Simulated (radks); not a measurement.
Rh I, configuration [Kr] 4d7 5s2 (not the ground configuration). All-electron calculation, Dirac Kohn-Sham, PBE, spin-unpolarised, spherical densities, finite nucleus; open shells fill j = l - 1/2 first; Fermi nuclear charge, rms radius 4.4945 fm. Program: a radial shooting solver on a logarithmic mesh with Libxc functionals.

Normalised radial functions P(r) = r R(r) (large component), r in bohr:

```
   r/bohr * 4p3/2 (the largest magnitude, 0.979, reaches the edge; | marks zero)
 0.001118                             *
 0.001722                             *
 0.002673                             *
 0.004118                             *
 0.006394                             *
 0.009849                             |*
  0.01517                             | *
  0.02356                             |   *
  0.03628                             |      *
  0.05589                             |         *
  0.08678                             |         *
   0.1337                             |  *
   0.2075                  *          |
   0.3197             *               |
   0.4924                             | *
   0.7646                             |                         *
    1.178                             |                          *
    1.814                             |          *
    2.817                             | *
    4.339                             *
    6.737                             *
    10.38                             *
```

4p3/2: eigenvalue -52.545 eV, 2 radial nodes at r = 0.149, 0.476 bohr, <r> = 1.09 bohr, 90 % of the charge inside 1.61 bohr.
